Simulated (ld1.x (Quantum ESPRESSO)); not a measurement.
**K (Z = 19): variants of one TM potential**

Base potential:

K, norm-conserving Troullier–Martins (Kleinman–Bylander form), made with ld1.x (Quantum ESPRESSO) 7.5 (LDA (PZ), scalar-relativistic). Core [Ne] 3s2, reference 3p6 4s1 4p0. Waves: 4s (bound): rc 3.80 bohr; 3p (bound): rc 2.10 bohr; 3d channel at -0.1 Ry: rc 4.00 bohr. Local part: the d channel. Core correction: Bessel-smoothed model core inside 1.05 bohr.

All-electron outer shells of the reference configuration (LDA (PZ), scalar-relativistic, ld1.x):

```json
{"shell": "2p", "level (eV)": "-280.03", "outermost node (bohr)": "–", "outermost maximum (bohr)": "0.26"}
{"shell": "3s", "level (eV)": "-35.18", "outermost node (bohr)": "0.48", "outermost maximum (bohr)": "1.07"}
{"shell": "3p", "level (eV)": "-18.83", "outermost node (bohr)": "0.45", "outermost maximum (bohr)": "1.15"}
{"shell": "4s", "level (eV)": "-2.43", "outermost node (bohr)": "1.59", "outermost maximum (bohr)": "4.03"}
{"shell": "4p", "level (eV)": "-0.84", "outermost node (bohr)": "1.88", "outermost maximum (bohr)": "5.71"}
```

Cutoffs, loose and tight: the cutoffs (Ry, on a coarse ladder) from which the occupation-weighted sum of valence levels, in a spherical-Bessel basis at the reference potential, stays within 10 and 1 mRy of its value at 400 Ry. They do not see the model core or the augmentation charge, which bear on the density cutoff. Test errors are all-electron minus pseudo excitation energies from the reference, over the configurations 3p6 4s0 4p0; 3p6 4s0.5 4p0; 3p6 4s0 4p1; 3p5 4s1 4p0 (two spin-polarised tests are not counted in the largest error). A dash means not determined; rows that change the core or the reference have their own tests. The largest error is taken over the tests solved by every variant that gives reliable tests at all: 3p6 4s0 4p0; 3p6 4s0 4p1; 3p6 4s0.5 4p0.

A true bound ghost makes a file unfit for plane-wave use even where its test errors are small: the radial tests pick states by their node count and pass the ghost by. Where a test does run into it, the solver fails or the error is huge.

```tsv
change	outcome	cutoff, loose	cutoff, tight	bound ghosts	largest test error (meV)
base	generated	25 Ry	40 Ry	s	+402
wave 4s (bound): rc 3.80 bohr becomes 4s (bound): rc 5.42 bohr	generated	25 Ry	40 Ry	s	+400
core correction none	generated	25 Ry	40 Ry	s	+402
wave 3p (bound): rc 2.10 bohr becomes 3p (bound): rc 2.66 bohr	generated	21 Ry	35 Ry	s	+324
type ultrasoft; waves now 4s (bound): rcut 3.30, rcutus 3.80 bohr; 4s channel at 4.75 Ry: rcut 3.30, rcutus 3.80 bohr; 3p (bound): rcut 2.00, rcutus 2.10 bohr; 4p (bound): rcut 2.00, rcutus 2.10 bohr; 3d channel at -0.1 Ry: rcut 3.50, rcutus 4.00 bohr; local potential all-electron potential smoothed inside 2.80 bohr (lloc = -1); augmentation PSQ, inside the norm-conserving radii	failed: run_pseudo: Errors in PS-KS equation	–	–	–	–
local potential all-electron potential smoothed inside 2.55 bohr (lloc = -2)	generated	25 Ry	40 Ry	none	-27
functional PBE	generated	25 Ry	40 Ry	s	+322
core [Ne], valence charge 9; reference 3s2 3p6 4s1 4p0; waves now 3s (bound): rc 1.70 bohr; 3p (bound): rc 2.15 bohr; 3d channel at -0.1 Ry: rc 2.20 bohr; core correction none	generated	30 Ry	55 Ry	none	+118
non-relativistic	generated	25 Ry	40 Ry	s	+440
all radii but the core radius scaled by about 1.20 (s 4.56, p 2.52, d 4.80 bohr)	generated	21 Ry	35 Ry	none	+391
```

**Question.** What comes out with this change to the base: wave 3d channel at -0.1 Ry: rc 4.00 bohr becomes 3d channel at 0.73 Ry: rc 4.00 bohr?

**Answer.** outcome: generated; cutoff, loose: 25 Ry; cutoff, tight: 40 Ry; bound ghosts: s; largest test error (meV): -568.

**Question.** What comes out with this change to the base: wave 3d channel at -0.1 Ry: rc 4.00 bohr becomes 3d channel at -0.1 Ry: rc 2.40 bohr?

**Answer.** outcome: generated; cutoff, loose: 25 Ry; cutoff, tight: 35 Ry; bound ghosts: s; largest test error (meV): -15.

**Question.** What comes out with this change to the base: all radii but the core radius scaled by about 0.86 (s 3.26, p 1.80, d 3.44 bohr)?

**Answer.** outcome: generated; cutoff, loose: 25 Ry; cutoff, tight: 40 Ry; bound ghosts: s; largest test error (meV): -110.
